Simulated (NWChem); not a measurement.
System meant: CH4BClS; SMILES SB(C)Cl

NWChem input:

```
start job
memory heap 200 mb stack 900 mb global 1100 mb
geometry units angstroms noautoz
  B      0.338948    -0.015420    -0.074546
  Cl    -0.563982     1.485520    -0.400772
  C      1.906102     0.026978    -0.038332
  H      2.291772     0.399343    -0.996819
  H      2.377317    -0.938809     0.168939
  H      2.242735     0.744239     0.722133
  S     -0.683610    -1.483217     0.189881
  H      0.322371    -2.360872     0.394212
end
basis spherical
  * library def2-svp
end
dft
  xc xpbe96 cpbe96
  iterations 4
  mulliken
end
task dft energy
```

End of the output:

```
    Atom       Charge   Shell Charges
 -----------   ------   -------------------------------------------------------
    1 B    5     5.45   1.96  0.59  0.27  1.45  0.92  0.25
    2 Cl  17    16.82   2.00  1.95  1.02  0.73  5.82  2.25  3.02  0.02
    3 C    6     6.15   1.96  0.57  0.31  1.91  1.35  0.05
    4 H    1     0.94   0.62  0.25  0.07
    5 H    1     0.96   0.63  0.26  0.07
    6 H    1     0.94   0.62  0.25  0.07
    7 S   16    15.74   2.00  1.95  0.96  0.62  5.81  1.90  2.44  0.06
    8 H    1     1.00   0.62  0.30  0.08

 center of mass
 --------------
 x =  -0.15117495 y =   0.06809505 z =   0.00000000

 moments of inertia (a.u.)
 ------------------
         580.101000923294           0.000000079963           0.000000000000
           0.000000079963         314.085437302296           0.000000000000
           0.000000000000           0.000000000000         883.115339167533

     Multipole analysis of the density
     ---------------------------------

     L   x y z        total         alpha         beta         nuclear
     -   - - -        -----         -----         ----         -------
     0   0 0 0      0.000000    -24.000000    -24.000000     48.000000

     1   1 0 0      0.707662      0.353831      0.353831      0.000000
     1   0 1 0     -0.376927     -0.188464     -0.188464     -0.000000
     1   0 0 1      0.000000      0.000000      0.000000      0.000000

     2   2 0 0    -28.119787   -105.578274   -105.578274    183.036762
     2   1 1 0     -1.081652     -1.079031     -1.079031      1.076409
     2   1 0 1     -0.000000     -0.000000     -0.000000      0.000000
     2   0 2 0    -27.284158   -161.980768   -161.980768    296.677377
     2   0 1 1     -0.000000     -0.000000     -0.000000      0.000000
     2   0 0 2    -28.998486    -17.245528    -17.245528      5.492570

 ------------------------------------------------------------------------
 dft energy failed                                                                                  0
 ------------------------------------------------------------------------
 ------------------------------------------------------------------------
  current input line :
    21: task dft energy
 ------------------------------------------------------------------------
 ------------------------------------------------------------------------
 This type of error is most commonly associated with calculations not reaching convergence criteria
 ------------------------------------------------------------------------
 For more information see the NWChem manual at https://nwchemgit.github.io

0:dft energy failed:Received an Error in Communication
```

Q: Can this run be used? If not, why, and what is the fix?

A: The run did not converge; its last values are not results. Cause: the SCF was allowed too few iterations. This input runs:
```
start job
memory heap 200 mb stack 900 mb global 1100 mb
geometry units angstroms noautoz
  B      0.338948    -0.015420    -0.074546
  Cl    -0.563982     1.485520    -0.400772
  C      1.906102     0.026978    -0.038332
  H      2.291772     0.399343    -0.996819
  H      2.377317    -0.938809     0.168939
  H      2.242735     0.744239     0.722133
  S     -0.683610    -1.483217     0.189881
  H      0.322371    -2.360872     0.394212
end
basis spherical
  B library def2-svp
  Cl library def2-svp
  C library def2-svp
  H library def2-svp
  S library def2-svp
end
dft
  xc xpbe96 cpbe96
  iterations 150
  mulliken
end
task dft energy
```
It converges to -923.05979 Ha (PBE/def2-SVP).
